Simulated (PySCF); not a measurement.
SbCl3, SMILES [Cl][Sb]([Cl])[Cl].

The structure is a stationary point at B3LYP-D3(BJ)/def2-SVP. The isomer is the one that the SMILES or the coordinates give; other isomers of the formula were not compared. The def2 effective core potentials stand for the cores of Sb; spin–orbit coupling is left out.

Method: B3LYP-D3(BJ)/def2-SVP (PySCF).

Frequencies are harmonic and unscaled.

Modes within 1.5 cm⁻¹ of each other (mostly degenerate sets) share a row, with their intensities summed.

Computed vibrational spectrum:
```json
[
 {"mode": "1–2", "ν (cm⁻¹)": "113", "IR (km/mol)": "2.6", "moving atoms (share of kinetic energy)": "Cl 91 %, Sb 9 %"},
 {"mode": "3", "ν (cm⁻¹)": "141", "IR (km/mol)": "4.9", "moving atoms (share of kinetic energy)": "Cl 73 %, Sb 27 %"},
 {"mode": "4–5", "ν (cm⁻¹)": "357", "IR (km/mol)": "136.6", "moving atoms (share of kinetic energy)": "Cl 74 %, Sb 26 %"},
 {"mode": "6", "ν (cm⁻¹)": "370", "IR (km/mol)": "22.1", "moving atoms (share of kinetic energy)": "Cl 80 %, Sb 20 %"}
]
```
